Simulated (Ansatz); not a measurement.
`CC(C)BN`, relaxed with RKS PBE-D4/def2-SVP in Ansatz 0.2.0 from a rough embedded geometry. The force threshold is 0.03 eV/Å; the program also tests the step.

The species carries charge 0 and has multiplicity 1.

Start:

```xyz
15

C    -0.657   -1.314    0.765
C     0.176   -0.288   -0.005
C     0.116   -0.614   -1.482
B    -0.274    1.217    0.169
N     0.610    2.239    0.853
H    -1.753   -1.191    0.457
H    -0.310   -2.304    0.623
H    -0.622   -1.020    1.836
H     1.267   -0.358    0.363
H     0.823    0.077   -2.059
H     0.529   -1.650   -1.649
H    -0.866   -0.541   -1.911
H    -1.441    1.577   -0.047
H     1.480    2.315    0.289
H     0.922    1.855    1.797
```

```tsv
step	energy (eV)	largest force (eV/Å)	largest move (Å)
1	-5428.6590	2.531	0.000
2	-5428.8517	1.572	0.190
3	-5429.0139	0.887	0.200
4	-5429.1854	1.004	0.200
5	-5429.3898	1.410	0.195
6	-5429.6091	1.629	0.195
7	-5429.8788	1.491	0.200
8	-5430.1103	0.982	0.200
9	-5430.2626	0.961	0.200
10	-5430.3050	0.266	0.200
11	-5430.3193	0.314	0.123
12	-5430.3202	0.439	0.135
13	-5430.3209	0.873	0.091
14	-5430.3394	0.047	0.052
15	-5430.3400	0.043	0.029
16	-5430.3403	0.012	0.017
```

End:

```xyz
15

C    -0.771   -1.268    0.782
C     0.219   -0.360    0.031
C     0.249   -0.705   -1.470
B    -0.168    1.169    0.225
N     0.716    2.103    0.777
H    -1.809   -1.115    0.416
H    -0.528   -2.344    0.641
H    -0.776   -1.069    1.874
H     1.239   -0.540    0.446
H     0.995   -0.096   -2.023
H     0.501   -1.775   -1.638
H    -0.740   -0.522   -1.942
H    -1.270    1.574   -0.121
H     0.486    3.088    0.905
H     1.656    1.860    1.096
```

Hardware: 4 threads of a server CPU on a shared host. Wall time 21 s, peak host memory 0.17 GiB.
